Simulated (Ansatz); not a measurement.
The cluster Au₄F₃ (the lowest doublet isomer of a short search). Charge 0, multiplicity 2. Geometry PBE-D4/def2-SVP, basis def2-TZVP, Ansatz.

Cartesian coordinates in Å:
```
Au -0.723 -1.129 -1.370
Au 1.905 -0.924 -0.552
Au 1.547 0.868 1.280
Au -1.180 1.160 0.968
F -2.165 0.035 -0.457
F 0.750 -2.218 -2.196
F -0.134 2.208 2.327
```

```
run  HOMO (eV)  LUMO (eV)
  A      -7.39      -5.47
  B      -9.35      -1.92
  C      -7.63      -5.47
  D      -6.46      -6.13
  E      -6.71      -6.10
```

In the def2 sets Au takes a core potential; there is no spin–orbit coupling. No other spin state of charge 0 was run. The structure comes from a short search, and lower isomers may exist.

HOMO and LUMO are taken over both spins.

Problem. The runs used HF, PBE, PBE0, r2SCAN, r2SCAN0. Estimate which is which.

Solution. A PBE0 (25 % exact exchange); B HF (100 % exact exchange); C r2SCAN0 (25 % exact exchange); D PBE (0 % exact exchange); E r2SCAN (0 % exact exchange). Exact exchange lowers occupied and raises empty levels; among semilocal functionals meta-GGAs tend to open the gap a little, and such runs are hard to tell apart. The gap grows from 0.34 eV (PBE) to 7.43 eV (HF).
